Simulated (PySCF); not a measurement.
**Ionisation energy of S⁺ by level of theory**

S⁺ [Ne] 3s2 3p3 (4S) → S²⁺ [Ne] 3s2 3p2 (3P), as a difference of total energies. Computed with PySCF 2.14 in aug-cc-pwCVTZ (8s7p5d3f, 75 functions), with no relativity, point nucleus. Correlated levels: valence and next inner shell: 1s2 frozen. The calculations carry no spin-orbit coupling.

| method | ionisation energy (eV) | plus first-order spin-orbit estimate | error of that sum (eV) |
| --- | --- | --- | --- |
| UHF | 22.718 | 22.657 | -0.681 |
| MP2 (valence and next inner shell) | 23.378 | 23.317 | -0.021 |
| SCS-MP2 (valence and next inner shell) | 23.186 | 23.125 | -0.213 |
| CCSD (valence and next inner shell) | 23.299 | 23.237 | -0.101 |
| CCSD(T) (valence and next inner shell) | 23.336 | 23.275 | -0.063 |

Reference: 23.338 eV (measured; NIST Atomic Spectra Database, ionization energies).

A first-order spin-orbit estimate (lowest level to lowest level, LS coupling) adds -0.061 eV.

Errors of the correlated levels include the incompleteness of this basis and the frozen core.
